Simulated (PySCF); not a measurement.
Isomers of C5H6F4O2, mass 174.030 u with the commonest isotopes. Theory: PBE0/pcSseg-1 in PySCF (dipole) on a GFN2-xTB geometry, gas phase. One conformer each, none proved a minimum here; rigid rotors.

Problem. Order these by radius of gyration √(Σ m r²/M), smallest first.
A. `[F:1][C:2]([F:3])([F:4])[C@H:5]1[CH2:6][O:7][C@@H:8]([F:9])[O:10][CH2:11]1` with C2–C5–C6–O7 176°, C5–C6–O7–C8 -55°, C6–O7–C8–F9 -67°, O7–C8–O10–C11 -55°
B. `[F:1][CH:2]([F:3])[O:4][C@@H:5]([F:6])[C@@H:7]1[O:8][CH2:9][C@H:10]1[F:11]` with F1–C2–O4–C5 69°, C2–O4–C5–F6 63°, O4–C5–C7–O8 145°
C. `[CH3:1][O:2][C@H:3]([CH2:4][C:5](=[O:6])[F:7])[C:8]([F:9])([F:10])[F:11]` with C1–O2–C3–C4 -142°, O2–C3–C4–C5 76°, C3–C4–C5–O6 10°
D. `[F:1][C:2]([F:3])([F:4])[C@:5]1([F:6])[CH2:7][O:8][CH2:9][CH2:10][O:11]1` with C2–C5–C7–O8 -170°, C5–C7–O8–C9 54°, C7–O8–C9–C10 -60°, O8–C9–C10–O11 59°

Solution. D (2.056 Å), A (2.228 Å), C (2.345 Å), B (2.413 Å).

Problem. Order these by rotational constant C, smallest first.
A. `[F:1][C:2]([F:3])([F:4])[C@:5]1([F:6])[CH2:7][O:8][CH2:9][CH2:10][O:11]1` with C2–C5–C7–O8 -170°, C5–C7–O8–C9 54°, C7–O8–C9–C10 -60°, O8–C9–C10–O11 59°
B. `[F:1][CH:2]([F:3])[O:4][C@@H:5]([F:6])[C@@H:7]1[O:8][CH2:9][C@H:10]1[F:11]` with F1–C2–O4–C5 69°, C2–O4–C5–F6 63°, O4–C5–C7–O8 145°
C. `[F:1][C:2]([F:3])([F:4])[C@H:5]1[CH2:6][O:7][C@@H:8]([F:9])[O:10][CH2:11]1` with C2–C5–C6–O7 176°, C5–C6–O7–C8 -55°, C6–O7–C8–F9 -67°, O7–C8–O10–C11 -55°
D. `[CH3:1][O:2][C@H:3]([CH2:4][C:5](=[O:6])[F:7])[C:8]([F:9])([F:10])[F:11]` with C1–O2–C3–C4 -142°, O2–C3–C4–C5 76°, C3–C4–C5–O6 10°

Solution. B (546.6 MHz), D (572.0 MHz), C (650.2 MHz), A (809.2 MHz).

Problem. Order these by rotational constant A, smallest first.
A. `[F:1][CH:2]([F:3])[O:4][C@@H:5]([F:6])[C@@H:7]1[O:8][CH2:9][C@H:10]1[F:11]` with F1–C2–O4–C5 69°, C2–O4–C5–F6 63°, O4–C5–C7–O8 145°
B. `[F:1][C:2]([F:3])([F:4])[C@H:5]1[CH2:6][O:7][C@@H:8]([F:9])[O:10][CH2:11]1` with C2–C5–C6–O7 176°, C5–C6–O7–C8 -55°, C6–O7–C8–F9 -67°, O7–C8–O10–C11 -55°
C. `[F:1][C:2]([F:3])([F:4])[C@:5]1([F:6])[CH2:7][O:8][CH2:9][CH2:10][O:11]1` with C2–C5–C7–O8 -170°, C5–C7–O8–C9 54°, C7–O8–C9–C10 -60°, O8–C9–C10–O11 59°
D. `[CH3:1][O:2][C@H:3]([CH2:4][C:5](=[O:6])[F:7])[C:8]([F:9])([F:10])[F:11]` with C1–O2–C3–C4 -142°, O2–C3–C4–C5 76°, C3–C4–C5–O6 10°

Solution. D (1619 MHz), A (1765 MHz), C (2028 MHz), B (2273 MHz).

```tsv
SMILES	point group	Ia (u·Å²)	Ib (u·Å²)	Ic (u·Å²)	κ	μa (D)	μb (D)	μc (D)
FC(F)(F)[C@]1(F)COCCO1	C1	249.26	597.81	624.56	-0.94	2.73	0.17	1.28
CO[C@H](CC(=O)F)C(F)(F)F	C1	312.06	718.00	883.48	-0.75	0.71	0.40	0.27
FC(F)(F)[C@H]1CO[C@@H](F)OC1	Cs	222.34	727.68	777.32	-0.95	0.15	0.00	0.95
FC(F)O[C@@H](F)[C@@H]1OC[C@H]1F	C1	286.36	815.95	924.59	-0.88	0.60	0.32	1.04
```
